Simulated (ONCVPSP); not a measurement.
**Building the ONCV potential for La (Z = 57) (PBEsol, scalar-relativistic).**

```json
{
  "Element": "La",
  "Generator": "ONCVPSP 4.0.1",
  "Type": "optimised norm-conserving Vanderbilt (ONCV)",
  "Functional": "PBEsol",
  "Relativity": "scalar-relativistic",
  "Frozen core": "[Kr] 4d10",
  "Valence charge": "11",
  "Reference configuration": "5s2 5p6 5d1 6s1 6p1",
  "Partial waves": "5s+6s: rc 2.75 bohr, ncon 4, nbas 9, qcut 3.7 1/bohr, 2 projectors; 5p+6p: rc 2.60 bohr, ncon 4, nbas 7, qcut 4.5 1/bohr, 3 projectors, debl 3.9 Ha; 5d: rc 2.40 bohr, ncon 4, nbas 8, qcut 4.7 1/bohr, 2 projectors, debl 1.1 Ha; f scattering state at 0.2 Ha: rc 2.75 bohr, ncon 3, nbas 6, qcut 3.9 1/bohr, 1 projector",
  "Local potential": "polynomial inside 1.80 bohr (lpopt 4, dvloc0 1 Ha)",
  "Core correction": "Teter function, fcfact 2.5, rcfact 1.86"
}
```

In the f channel the program set the typed energies aside and used -0.202 Ha.

Calculated quality:

```json
{"Cutoffs needed": "5.8 Ha and 7.0 Ha (the cutoffs (Ha) at which the residual kinetic energy of the hardest occupied pseudo-wave falls to 1 and 0.1 mHa per electron) The cutoffs count occupied waves only; projector 1 of the f channel, the hardest unoccupied one, needs 37 Ha at the loose tolerance.", "Ghost test": "no bound ghost flagged but for a GHOST(-) flag that falls on a real empty level of the atom; no localised positive-energy state flagged", "Largest excitation error": "-17 meV (all-electron minus pseudo) for 5s2 5p6 5d1 6s0 6p0, out of 4 test configurations", "rms error of d²Exc/dni dnj": "2.83 mHa without and 2.01 mHa with the model core"}
```

Generation and tests took about 4.7 s on one core of a shared server CPU.
